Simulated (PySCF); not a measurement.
**How methods differ on the excitation energy of Pt**

Pt [Xe] 4f14 5d9 6s1 (3D) → Pt [Xe] 4f14 5d8 6s2 (3F), as a difference of total energies. Computed with PySCF 2.14 in aug-cc-pVTZ-PP with ECP60MDF (6s6p5d3f2g, 88 functions), with a scalar-relativistic core potential. Correlated levels: valence: 5s2 5p6 frozen. The calculations carry no spin-orbit coupling.

```
           method  excitation energy (eV)  error (eV)
              UHF                   0.290      -0.107
              LDA                   0.614      +0.217
              PBE                   0.561      +0.164
             PBE0                   0.579      +0.182
           r2SCAN                   0.307      -0.090
            B97-3                   0.578      +0.181
          LC-wPBE                   0.706      +0.309
             BP86                   0.533      +0.136
          wB97M-V                   0.586      +0.189
    MP2 (valence)                   0.595      +0.198
SCS-MP2 (valence)                   0.466      +0.069
```

Reference: 0.397 eV (measured; NIST levels, between the centres of gravity of the two terms).

Errors of the correlated levels include the incompleteness of this basis and the frozen core.
